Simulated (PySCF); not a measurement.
Coordinates in bohr (charge 0 multiplicity 1):
```
I    -1.2603    0.0000   -0.8372
O    -2.6788    2.6922    0.5071
O    -2.6788   -2.6922    0.5071
Br    3.1131    0.0000    1.1417
```

Level of theory: PBE0/[I def2-TZVP with ECP28, O def2-TZVP, Br def2-TZVP], scalar-relativistic core potentials, density fitting, no spin–orbit coupling, PySCF.

This geometry of IO2Br is a stationary point at this level.

(1) What is the point group?

(2) Is it a minimum?

(3) List the harmonic modes with their infrared intensities.

(4) Give the atomic charges and bond orders.

Results:

(1) Cs.

(2) Yes: all harmonic wavenumbers are real.

(3) 
```
symmetry  ω (cm⁻¹)  IR (km/mol)     type
     a''       156          1.0     bend
      a'       184          1.7     bend
      a'       258         61.1    mixed
      a'       303         19.8     bend
      a'       898         48.0  stretch
     a''       929         88.8  stretch
```

(4) 
```tsv
atom	Mulliken	Löwdin	polar tensor	Mayer order to I1
I1	1.18	1.10	1.57	–
O2,3	-0.50	-0.50	-0.56	1.72
Br4	-0.18	-0.09	-0.45	0.92
```

Other isomers or separated fragments may lie lower.
